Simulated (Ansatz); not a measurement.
Basis sets compared for (NaNH2)2 ring (Na2N2H4). The state is a singlet with charge 0. Geometry PBE0-D4/def2-SVP. Ansatz on 4 threads of AMD EPYC 7B13 on a shared host; times are rough, and most runs start from earlier orbitals.

```xyz
8

Na   -0.477    0.939    0.956
N    -0.211    1.194   -1.278
Na    0.475   -0.940   -0.956
N     0.210   -1.194    1.278
H     0.455    1.889   -1.630
H    -1.030    1.377   -1.866
H     1.031   -1.375    1.865
H    -0.454   -1.890    1.632
```

B3LYP takes the VWN-RPA correlation.

```
           level  functions  energy (Eh)  HOMO (eV)  LUMO (eV)  wall time
       HF/STO-3G         32    -429.5261      -3.96      13.51      0.1 s
        HF/6-31G         52    -434.9068      -7.81       0.81      0.2 s
 PBE-D4/def2-SVP         78    -435.9788      -3.56      -1.12     0.55 s
  B3LYP-D4/6-31G         52    -436.5286      -4.43      -0.83      0.6 s
PBE0-D4/def2-SVP         78    -436.0130      -4.74      -0.56      0.7 s
```

Problem. Estimate the rows for HF/def2-TZVP, PBE-D4/def2-TZVP, B3LYP-D4/def2-TZVP, PBE0-D4/def2-TZVP.

Solution. 
```csv
level,functions,energy (Eh),HOMO (eV),LUMO (eV),wall time
HF/def2-TZVP,150,-435.0147,-8.01,0.59,0.6 s
PBE-D4/def2-TZVP,150,-436.2321,-3.68,-1.20,0.9 s
B3LYP-D4/def2-TZVP,150,-436.6391,-4.70,-0.90,1.2 s
PBE0-D4/def2-TZVP,150,-436.2623,-4.87,-0.65,1.2 s
```
